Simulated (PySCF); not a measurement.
# Removing the step error of a finite difference

System: H2AsBF2, singlet, at a GFN2-xTB geometry, atoms displaced at random by about 0.08 Å a coordinate. Level: PBE/STO-3G, gradient (PySCF). Sums are taken with unrounded values, so a last digit can differ.

Central differences of the energy along x of atom 5 gave a gradient component of 0.027468 Eh/bohr at step 0.05 and 0.026891 Eh/bohr at step 0.2 (atomic units).

Extrapolate to zero step.

The leading error of a symmetric difference goes as h², so A(h) = A0 + c h². Then c = (0.026891 - (0.027468))/(0.2² - 0.05²) = -0.0154 (atomic units) and A0 = 0.027468 - c × 0.05² = 0.027506 Eh/bohr. The analytic value from the same program and level (with grid response) is 0.027507 Eh/bohr: the smaller step missed it by -0.000039, the extrapolation by -0.000001.
